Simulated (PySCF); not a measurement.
# EPR parameters of C5H9OS

C5H9OS (doublet state).
Structure used (GFN2-xTB), in Å, numbered top down from 1:
```
atom  x, y, z in Å
C1    -2.654    0.432    0.365
C2    -1.491   -0.336    0.129
O3    -1.349   -1.482    0.560
C4    -0.413    0.342   -0.711
C5     0.864   -0.488   -0.789
C6     1.598   -0.530    0.542
S7     2.164    1.118    1.093
H8    -3.460    0.016    0.943
H9    -2.758    1.429   -0.024
H10   -0.199    1.323   -0.281
H11   -0.818    0.500   -1.714
H12    0.602   -1.515   -1.055
H13    1.523   -0.086   -1.564
H14    2.474   -1.175    0.492
H15    0.936   -0.885    1.330
H16    2.973    1.346    0.057
```

The hyperfine couplings belong to this conformer and change with its torsions.

Identity: `[CH2]C(=O)CCCS` [radical].

Method used: UKS B3LYP, pcH-1 on C H O S, non-relativistic, mean-field spin-orbit, GIAO (PySCF 2.14.0). One conformer (not necessarily the lowest) at the GFN2-xTB geometry, without solvent, vibrations or thermal averaging. Couplings are sensitive to structure, and on GFN2-xTB geometries they can be far from those on DFT ones. Stability of the SCF solution: not tested.

```
g1, g2, g3                      : 2.00215, 2.00428, 2.00885
g_iso                           : 2.00509
Form of g                       : rhombic: the two nearest values differ by 32 % of g3 − g1
⟨S²⟩                            : 0.7639 (exact 0.7500)
α and β electrons               : 32, 31
HOMO–LUMO gap, α and β orbitals : 6.53, 2.70 eV
Total energy                    : -669.33972 Eh
```

Hyperfine couplings atom by atom, in MHz; T1 to T3 are the principal values of the dipolar part:

```
atom  isotope  a_iso  of which spin–orbit     T1     T2     T3  Mulliken spin population
  C1      13C   68.1                 -0.2  -67.4  -66.7  134.1                      0.89
  C2      13C  -41.1                  0.1  -15.2    4.3   11.0                     -0.13
  O3      17O  -20.7                 -0.7  -93.7   46.5   47.1                      0.30
  C4      13C   -1.1                  0.0   -1.2    0.6    0.6                      0.00
  C5      13C   -0.7                  0.0   -0.4   -0.3    0.6                      0.00
  C6      13C    3.1                  0.0   -0.5   -0.4    0.8                      0.00
  S7      33S   -0.1                  0.0   -0.1    0.0    0.1                      0.00
  H8       1H  -52.9                  0.0  -30.5   -2.3   32.8                     -0.04
  H9       1H  -53.5                  0.0  -32.5   -1.7   34.2                     -0.04
 H10       1H    2.6                  0.0   -3.2   -1.9    5.1                      0.00
 H11       1H    3.6                  0.0   -3.1   -1.7    4.7                      0.00
 H12       1H    1.9                  0.0   -1.8   -1.4    3.2                      0.00
 H13       1H    0.1                  0.0   -0.8   -0.7    1.5                      0.00
 H14       1H    0.4                  0.0   -0.7   -0.6    1.4                      0.00
 H15       1H    0.1                  0.0   -2.0   -1.7    3.7                      0.00
 H16       1H    0.1                  0.0   -0.4   -0.4    0.8                      0.00
```

The Mulliken spin populations are largest on C1 (+0.89), O3 (+0.30) and C2 (-0.13). The positive populations add up to 1.20 and the negative ones to -0.20, together 2S = 1. The angles at C1 add up to 360.0°, so it is planar; its axial dipolar tensor and the negative couplings of its protons fit spin in a p orbital normal to that plane.

Axes: g3 points within 12° of the C2–O3 bond.

Under fast tumbling the dipolar parts average out, and these isotropic splittings remain: 1 × 1H (H9, I = 1/2, 2 lines) with 1.91 mT, 1 × 1H (H8, I = 1/2, 2 lines) with 1.88 mT, 2 × 1H (H10/H11, I = 1/2, 3 lines) with 0.11 mT and 2 × 1H (H12/H13, I = 1/2, 3 lines) with 0.03 mT.

Nuclei that the bonding pattern makes equivalent are averaged, as if the motion that swaps them (rotation, inversion, ring flip) were fast. H8 and H9 aren't averaged: C1 is flat or nearly so (angle sum 360°), and its turn about the short C1–C2 bond (1.41 Å) is taken as slow.

The 17O coupling of O3 (-20.7 MHz) shows only in satellite lines or after enrichment, since that isotope makes up about 0.038 % of natural oxygen.

The 13C coupling of C1 (68.1 MHz) shows only in satellite lines or after enrichment, since that isotope makes up about 1.07 % of natural carbon.

The run took 79 s (grids of density and orbitals included) on one thread of an Arm Neoverse V2, no GPU, shared host, and the process peaked at 1.0 GiB of memory.
